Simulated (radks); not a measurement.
Effect of the nuclear size on neutral gadolinium, [Xe] 4f7 5d1 6s2. Method: Dirac Kohn-Sham, BLYP, spin-unpolarised, spherical densities, finite nucleus; open shells are shared between the two j in proportion to 2j + 1; Fermi nuclear charge, rms radius 5.1569 fm; computed with a radial shooting solver on a logarithmic mesh with Libxc functionals. The rms radius is varied about that value; shifts are against it.

| rms radius (fm) | total energy shift (eV) | density at nucleus (e/bohr^3) | 1s1/2 shift (meV) | 2s1/2 shift (meV) | 5s1/2 shift (meV) | 5p1/2 shift (meV) | 6s1/2 shift (meV) | 5d5/2 shift (meV) | 6p1/2 (empty) shift (meV) |
|---|---|---|---|---|---|---|---|---|---|
| 4.404 | -5.73 | 6.546e+05 | -2360 | -304 | -2.35 | 0.288 | -0.135 | 0.186 | 0.073 |
| 4.765 | -3.06 | 6.415e+05 | -1260 | -163 | -1.26 | 0.154 | -0.072 | 0.099 | 0.039 |
| 5.1569 | 0 | 6.287e+05 | 0.000 | 0.000 | 0.000 | 0.000 | 0.000 | 0.000 | 0.000 |
| 5.5488 | 3.24 | 6.171e+05 | 1340 | 172 | 1.33 | -0.163 | 0.076 | -0.105 | -0.041 |
| 6.1161 | 8.25 | 6.019e+05 | 3400 | 438 | 3.38 | -0.415 | 0.195 | -0.267 | -0.105 |

Slopes of the eigenvalues against <r^2> in GHz/fm^2, as finite differences over the two radii next to the reference (eigenvalue slopes, not the field-shift constants of lines): 1s1/2 77700, 2s1/2 10000, 5s1/2 77.4, 5p1/2 -9.49, 6s1/2 4.45, 5d5/2 -6.11, 6p1/2 (empty) -2.40.
